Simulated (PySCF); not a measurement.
# Polarisability and C₆ of Tl (thallium, neutral)

[Xe] 4f14 5d10 6s2 6p1, 2P determinant. Computed with PySCF 2.14 in aug-cc-pVQZ-PP with one added diffuse shell each of s, p, d, f, g type with ECP60MDF (8s8p6d4f3g, 117 functions), with scalar relativity through the core potential. Coupled (time-dependent) response in atomic units; α is the mean over directions.

| method | mean α (bohr³) | α xx, yy, zz | C₆ (like pair) | S(−4) |
| --- | --- | --- | --- | --- |
| revPBE | 88.47 | 60.28, 144.8, 60.28 | 918.4 | 7140 |

S(−4) is the Cauchy moment in α(ω) = α(0) + S(−4) ω² + …

Reference α: 50 ± 2 bohr³ (recommended; Schwerdtfeger and Nagle, table of static dipole polarizabilities (2023 update)). Published C₆: 509.0 (Gould and Bucko (2016)).

Spin-orbit coupling is absent.

α(iu) at revPBE:

```
u (hartree)  α(iu) (bohr³)
          0          88.47
     0.0500          74.92
      0.100          55.68
      0.200          33.58
      0.300          23.16
      0.500          13.68
      0.750          8.758
       1.00          6.313
       1.50          3.879
       2.00          2.662
       3.00          1.473
       5.00         0.6290
```

A single London oscillator, α(iu) = α/(1 + u²/ω²), gives C₆ = (3/4) ω α². Matching the computed C₆ needs ω = 4 × 918.4 / (3 × 88.47²) = 0.156 hartree.

The components differ because the open shell of this determinant is not spherical; for a pure term their mean is the scalar polarisability.

Energies and moments cover only the electrons outside the core potential. Spin-orbit coupling, absent here, splits the open shell strongly.
